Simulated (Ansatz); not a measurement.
CsI, charge -1, doublet, at the geometry of the source list (a state made from the parent by changing its charge; the spin is typed, not shown lowest) (core potentials on Cs, I) (a gas-phase anion, which may not be bound at this level); HF/def2-SVP run with Ansatz (a first-principles code).

Input for Ansatz:
Ansatz 0.2 input:
```yaml
crystal:
  periodic: [false, false, false]
  atoms:
    - {symbol: Cs, position_ang: [-1.12140000, -0.79660000, -0.95550000]}
    - {symbol: I, position_ang: [1.12140000, 0.79660000, 0.95550000]}
basis:
  gaussian:
    orbitals: def2-SVP
hamiltonian:
  xc: hf
total_charge: -1
magnetization: {spin_polarized: true, initial_magnetization: 1}
```

What does Ansatz print? Leave out banner, timings and long lists.


```
Functional definition: HF
558 factors; integrals over basis functions are off by at most 3.5e-4 eV
mean field evaluation 1: about -8615.1528 eV, gradient 5.7e0 eV
mean field evaluation 2: about -8615.2919 eV, gradient 5.7e0 eV
mean field evaluation 4: about -8615.5898 eV, gradient 6.3e-1 eV
mean field evaluation 8: about -8615.6209 eV, gradient 7.2e-2 eV
mean field evaluation 16: about -8615.6216 eV, gradient 6.4e-4 eV
mean field evaluation 32: about -8614.1390 eV, gradient 3.2e-1 eV
mean field evaluation 64: about -8614.2334 eV, gradient 4.0e-1 eV
mean field evaluation 96: about -8615.9846 eV, gradient 1.5e-1 eV
mean field -8615.62155787 eV, -316.6182523736 hartree, gradient 3.6e-5 eV, S^2 0.750174; 3 other end points of the search recorded, 0 dependent functions left out
reference -8615.62155787 eV, -316.6182523736 hartree; 18, 17 occupied and 32, 33 virtual orbitals, 558 factors
Total energy: -8615.62155787 eV, -316.6182523736 hartree
```
